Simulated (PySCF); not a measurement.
## How methods differ on the ionisation energy of Zr⁺

Zr⁺ [Kr] 4d2 5s1 (4F) → Zr²⁺ [Kr] 4d2 (3F), as a difference of total energies. All numbers are calculated (PySCF 2.14, a scalar-relativistic core potential, in aug-cc-pwCVDZ-PP with ECP28MDF (6s6p5d3f, 70 functions)). Correlated levels: valence: 4s2 4p6 frozen; valence and next inner shell: nothing frozen outside the core potential. The calculations carry no spin-orbit coupling.

```tsv
method	ionisation energy (eV)	difference from reference (eV)
UHF	12.271	-0.859
LDA	13.667	+0.537
PBE	13.414	+0.284
PBE0	13.190	+0.060
r2SCAN	13.309	+0.179
r2SCANh	13.252	+0.122
B97-3	12.912	-0.218
TPSSh	13.052	-0.078
revPBE	13.296	+0.166
MP2 (valence)	12.488	-0.642
SCS-MP2 (valence)	12.344	-0.786
MP2 (valence and next inner shell)	12.990	-0.140
SCS-MP2 (valence and next inner shell)	12.777	-0.353
```

Reference: 13.13 eV (measured; NIST Atomic Spectra Database, ionization energies).

The reference lies between the lowest fine-structure levels, while these numbers refer to the centres of the terms.

Errors of the correlated levels include the incompleteness of this basis and the frozen core.
